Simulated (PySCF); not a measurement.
C₂H₆AuS, charge +1, singlet, at a GFN2-xTB geometry (such geometries of metal compounds can be far from the true shape) (the multiplicity is a formal guess) (core potentials on Au); DF-HF/def2-SVP run with PySCF.

The PySCF input:
```python
from pyscf import gto, scf

mol = gto.M(
    atom='''
Au    0.153382   -0.610630   -0.496982
C    -1.309893    2.220972    0.355712
S    -0.576130    0.798813    1.219814
C     0.944996    1.577753    1.841940
H    -0.606457    2.668655   -0.337522
H    -1.600904    2.941393    1.117057
H    -2.196217    1.878089   -0.168797
H     1.491667    2.070154    1.045380
H     1.555209    0.807976    2.303819
H     0.646994    2.300168    2.598677
''',
    basis='def2-svp',
    ecp={'Au': 'def2-svp'},
    charge=1,
    spin=0,
    verbose=4,
)

mf = scf.RHF(mol)
mf = mf.density_fit(auxbasis='def2-universal-jkfit')
mf.kernel()
```

### Question
What does PySCF print? Leave out banner, timings and long lists.

### Answer

```
PySCF version 2.14.0

[INPUT] verbose = 4
[INPUT] num. atoms = 10
[INPUT] num. electrons = 52
[INPUT] charge = 1
[INPUT] spin (= nelec alpha-beta = 2S) = 0
[INPUT] symmetry False subgroup None
[INPUT] Mole.unit = angstrom
[INPUT] Symbol           X                Y                Z      unit          X                Y                Z       unit  Magmom
[INPUT]  1 Au     0.153382000000  -0.610630000000  -0.496982000000 AA    0.289849972438  -1.153923463443  -0.939159868839 Bohr   0.0
[INPUT]  2 C     -1.309893000000   2.220972000000   0.355712000000 AA   -2.475339022485   4.197028810328   0.672198259221 Bohr   0.0
[INPUT]  3 S     -0.576130000000   0.798813000000   1.219814000000 AA   -1.088727912146   1.509537794742   2.305114382910 Bohr   0.0
[INPUT]  4 C      0.944996000000   1.577753000000   1.841940000000 AA    1.785783628809   2.981521062211   3.480762137881 Bohr   0.0
[INPUT]  5 H     -0.606457000000   2.668655000000  -0.337522000000 AA   -1.146037636325   5.043027070951  -0.637824141015 Bohr   0.0
[INPUT]  6 H     -1.600904000000   2.941393000000   1.117057000000 AA   -3.025270111721   5.558427194713   2.110931795528 Bohr   0.0
[INPUT]  7 H     -2.196217000000   1.878089000000  -0.168797000000 AA   -4.150248640114   3.549073847558  -0.318980100648 Bohr   0.0
[INPUT]  8 H      1.491667000000   2.070154000000   1.045380000000 AA    2.818842099052   3.912024095673   1.975481896098 Bohr   0.0
[INPUT]  9 H      1.555209000000   0.807976000000   2.303819000000 AA    2.938919076459   1.526853355222   4.353586950569 Bohr   0.0
[INPUT] 10 H      0.646994000000   2.300168000000   2.598677000000 AA    1.222641464237   4.346687560489   4.910787816206 Bohr   0.0

nuclear repulsion = 232.515527534413
number of shells = 50
number of NR pGTOs = 183
number of NR cGTOs = 108
basis = def2-svp
ecp = {'Au': 'def2-svp'}

******** <class 'pyscf.df.df_jk.DFRHF'> ********
method = DFRHF
initial guess = minao
damping factor = 0
level_shift factor = 0
DIIS = <class 'pyscf.scf.diis.CDIIS'>
diis_start_cycle = 1
diis_space = 8
diis_damp = 0
SCF conv_tol = 1e-09
SCF conv_tol_grad = None
SCF max_cycles = 50
direct_scf = False
Set gradient conv threshold to 3.16228e-05
Initial guess from minao.
******** <class 'pyscf.df.df.DF'> ********
auxbasis = def2-universal-jkfit
init E= -599.587714784308
  HOMO = -0.614146324339706  LUMO = -0.504599099423546  gap/eV = 2.98093
cycle= 1 E= -610.327428596111  delta_E= -10.7  |g|= 1.61  |ddm|= 10.1
  HOMO = -0.191030151430704  LUMO = -0.118756580620216  gap/eV = 1.96666
cycle= 2 E= -609.958620314642  delta_E= 0.369  |g|= 2.29  |ddm|= 5.23
  HOMO = -0.512234325830782  LUMO = -0.202259744954461  gap/eV = 8.43484
cycle= 3 E= -611.120746703939  delta_E= -1.16  |g|= 0.151  |ddm|= 3.19
  HOMO = -0.553751125361292  LUMO = -0.172968337225913  gap/eV = 10.36163
cycle= 4 E= -611.138697155567  delta_E= -0.018  |g|= 0.0672  |ddm|= 0.507
  HOMO = -0.554193239954223  LUMO = -0.171512568122127  gap/eV = 10.41327
cycle= 5 E= -611.141550608285  delta_E= -0.00285  |g|= 0.0265  |ddm|= 0.165
  HOMO = -0.558785548535792  LUMO = -0.172502882272486  gap/eV = 10.51129
cycle= 6 E= -611.142455833383  delta_E= -0.000905  |g|= 0.00989  |ddm|= 0.121
  HOMO = -0.558888244537983  LUMO = -0.173689323251062  gap/eV = 10.48180
cycle= 7 E= -611.142592590248  delta_E= -0.000137  |g|= 0.00391  |ddm|= 0.0487
  HOMO = -0.559063245219109  LUMO = -0.173986347896781  gap/eV = 10.47848
cycle= 8 E= -611.142616537538  delta_E= -2.39e-05  |g|= 0.00159  |ddm|= 0.0205
  HOMO = -0.558938910541646  LUMO = -0.174013263255737  gap/eV = 10.47436
cycle= 9 E= -611.142620380002  delta_E= -3.84e-06  |g|= 0.000625  |ddm|= 0.00878
  HOMO = -0.558888481528934  LUMO = -0.174066127636804  gap/eV = 10.47155
cycle= 10 E= -611.142621057514  delta_E= -6.78e-07  |g|= 0.000162  |ddm|= 0.00435
  HOMO = -0.558837531107693  LUMO = -0.174051017232373  gap/eV = 10.47057
cycle= 11 E= -611.142621089847  delta_E= -3.23e-08  |g|= 5.4e-05  |ddm|= 0.000935
  HOMO = -0.558842954408417  LUMO = -0.174053265228147  gap/eV = 10.47066
cycle= 12 E= -611.142621091235  delta_E= -1.39e-09  |g|= 2.03e-05  |ddm|= 0.000146
  HOMO = -0.558840772037376  LUMO = -0.174051521795109  gap/eV = 10.47065
cycle= 13 E= -611.142621091499  delta_E= -2.64e-10  |g|= 3.67e-06  |ddm|= 6.62e-05
  HOMO = -0.558840772465271  LUMO = -0.174051430016169  gap/eV = 10.47065
Extra cycle  E= -611.142621091512  delta_E= -1.33e-11  |g|= 1.64e-06  |ddm|= 9.16e-06
converged SCF energy = -611.142621091512
```
